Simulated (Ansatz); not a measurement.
`[CH3][AlH][SiH2]S[SiH3]`, charge 0, multiplicity 1.

Task: Give a relaxed structure at PBE0-D4/def2-TZVP (the Gaussian-basis code of Ansatz). (An estimate is asked.)

Result: Computed: 
```xyz
14

C     2.0161   -0.1326    1.1990
Al    0.4909    0.9058    0.5465
Si   -0.0691    0.5728   -1.8470
S    -1.1496   -1.3363   -1.8039
Si   -1.9670   -0.8509    0.0662
H     2.9465    0.4084    0.9931
H     1.9698   -0.2960    2.2789
H     2.0930   -1.1055    0.7069
H    -0.1352    2.1223    1.3582
H    -0.9399    1.5592   -2.5478
H     1.0865    0.3053   -2.7496
H    -2.8606    0.3324    0.0592
H    -2.6335   -2.0130    0.7016
H    -0.8480   -0.4720    1.0388
```
This is one stationary point; other conformers may exist.
